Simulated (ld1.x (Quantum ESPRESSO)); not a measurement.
Configuration tests for Tc (TM)

- Element: Tc (Z = 43)
- Generator: ld1.x (Quantum ESPRESSO) 7.5
- Type: norm-conserving Troullier–Martins (Kleinman–Bylander form)
- Functional: revPBE
- Relativity: scalar-relativistic
- Frozen core: [Kr]
- Valence charge: 7
- Reference configuration: 4d5 5s0 5p0 (charge +2)
- Partial waves: 5p (bound, empty): rc 2.35 bohr; 4d (bound): rc 2.15 bohr; 5s (bound, empty): rc 2.40 bohr
- Local potential: the s channel
- Core correction: Bessel-smoothed model core inside 1.70 bohr

Energies are relative to the spin-unpolarised reference configuration 4d5 5s0 5p0; without spin polarisation the order of configurations can differ from experiment.

```
valence configuration  charge  ΔE all-electron (eV)  error AE − PS (meV)
          4d5 5s1 5p0      +1               -14.702                  -12
          4d4 5s0 5p0      +3                28.630                 -239
          4d5 5s1 5p1       0               -19.027                  -13
          4d4 5s2 5p1       0               -16.142                 -268
      4d5.5 5s1.5 5p0       0               -23.414                  -37
```

Question: What are ΔE and the potential's error for 4d5 5s0 5p2?

Answer: ΔE = -15.097 eV all-electron; the error (AE − PS) is -0.6 meV.

Question: What are ΔE and the potential's error for 4d5 5s2 5p0?

Answer: ΔE = -22.763 eV all-electron; the error (AE − PS) is -32 meV.

Levels in the configuration 4d4 5s0 5p0:

```tsv
level	all-electron (eV)	pseudo (eV)
4d	-35.083	-35.594
```
